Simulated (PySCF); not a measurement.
Isomers of C7H13F3O. The calculation used PBE0-D3(BJ)/def2-SVP geometry optimisation, gas phase (PySCF 2.14.0). Energies are electronic, without zero-point or thermal terms, for one conformer each. No frequencies were run at this level. Point groups hold within 0.08 Å.

Problem. Order them by energy at this level, lowest first, and give relative energies in kcal/mol.
A. `[CH3:1][CH2:2][C@@H:3]([CH3:4])[O:5][C@H:6]([CH3:7])[C:8]([F:9])([F:10])[F:11]` with C1–C2–C3–C4 65°, C2–C3–O5–C6 83°, C3–O5–C6–C7 -142°
B. `[CH3:1][CH:2]([CH3:3])[O:4][C@:5]([CH3:6])([CH2:7][F:8])[CH:9]([F:10])[F:11]` with C1–C2–O4–C5 118°, C2–O4–C5–C6 -54°, O4–C5–C7–F8 -66°, O4–C5–C9–F10 -70°

Solution. A (0.0), B (16.4).

```csv
SMILES,E (Eh),E rel (kcal/mol),dipole (D),point group,"A, B, C (MHz)"
CC[C@@H](C)O[C@H](C)C(F)(F)F,-648.18627,0.0,2.40,C1,"1825, 606.9, 565.7"
CC(C)O[C@](C)(CF)C(F)F,-648.16012,16.4,2.07,C1,"1396, 811.4, 708.3"
```
